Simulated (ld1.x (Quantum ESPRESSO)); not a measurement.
# iridium (Ir): variants of one TM potential

Base potential:

```
Element                 : iridium (Ir)
Generator               : ld1.x (Quantum ESPRESSO) 7.5
Type                    : norm-conserving Troullier–Martins (Kleinman–Bylander form)
Functional              : BLYP
Relativity              : scalar-relativistic
Frozen core             : [Xe] 4f14
Valence charge          : 9
Reference configuration : 5d7 6s2 6p0
Partial waves           : 6s (bound): rc 2.00 bohr; 6p (bound, empty): rc 2.60 bohr; 5d (bound): rc 2.10 bohr
Local potential         : all-electron potential smoothed inside 1.55 bohr (lloc = -1)
Core correction         : Bessel-smoothed model core inside 1.55 bohr
```

All-electron outer shells of the reference configuration (BLYP, scalar-relativistic, ld1.x):

| shell | level (eV) | outermost node (bohr) | outermost maximum (bohr) |
| --- | --- | --- | --- |
| 4f | -62.00 | – | 0.39 |
| 5p | -54.55 | 0.54 | 1.01 |
| 5d | -7.00 | 0.59 | 1.31 |
| 6s | -6.26 | 1.17 | 2.38 |
| 6p | -1.21 | 1.39 | 3.56 |

Cutoffs, loose and tight: the cutoffs (Ry, on a coarse ladder) from which the occupation-weighted sum of valence levels, in a spherical-Bessel basis at the reference potential, stays within 10 and 1 mRy of its value at 400 Ry. They do not see the model core or the augmentation charge, which bear on the density cutoff. Test errors are all-electron minus pseudo excitation energies from the reference, over the configurations 5d7 6s1 6p0; 5d7 6s0 6p0; 5d6 6s0 6p0; 5d7 6s1.5 6p0; 5d7 6s1 6p1; 5d8 6s1 6p0; 5d8 6s0 6p0. A dash means not determined; rows that change the core or the reference have their own tests. The largest error is taken over the tests solved by every variant that gives reliable tests at all: 5d6 6s0 6p0; 5d7 6s0 6p0; 5d7 6s1 6p0; 5d7 6s1.5 6p0; 5d8 6s0 6p0; 5d8 6s1 6p0.

A true bound ghost makes a file unfit for plane-wave use even where its test errors are small: the radial tests pick states by their node count and pass the ghost by. Where a test does run into it, the solver fails or the error is huge.

```tsv
change	outcome	cutoff, loose	cutoff, tight	bound ghosts	largest test error (meV)
base	generated	40 Ry	55 Ry	s, p	-84
all radii but the core radius scaled by about 0.79 (s 1.58, p 2.06, d 1.66 bohr); local potential all-electron potential smoothed inside 1.22 bohr (lloc = -1)	generated	80 Ry	140 Ry	s, p	-152
all radii but the core radius scaled by about 0.88 (s 1.76, p 2.28, d 1.84 bohr); local potential all-electron potential smoothed inside 1.36 bohr (lloc = -1)	generated	40 Ry	80 Ry	s, p	-102
all radii but the core radius scaled by about 1.06 (s 2.12, p 2.74, d 2.22 bohr); local potential all-electron potential smoothed inside 1.64 bohr (lloc = -1)	generated	35 Ry	45 Ry	s, p	-105
all radii but the core radius scaled by about 1.16 (s 2.32, p 3.02, d 2.44 bohr); local potential all-electron potential smoothed inside 1.80 bohr (lloc = -1)	generated	35 Ry	40 Ry	s, p	-94
all radii but the core radius scaled by about 1.25 (s 2.50, p 3.24, d 2.62 bohr); local potential all-electron potential smoothed inside 1.94 bohr (lloc = -1)	generated	35 Ry	40 Ry	s	-89
all radii but the core radius scaled by about 1.37 (s 2.74, p 3.56, d 2.88 bohr); local potential all-electron potential smoothed inside 2.12 bohr (lloc = -1)	generated	30 Ry	35 Ry	s	-132
```

Reading the sweep of the scale of all radii but the core radius (base = 1) (base included, trends over the rows without a ghost): Bound ghosts are found at 0.79, 0.88, 1, 1.06, 1.16, 1.25, 1.37. Every judged row has one, so this setting neither creates nor removes them.
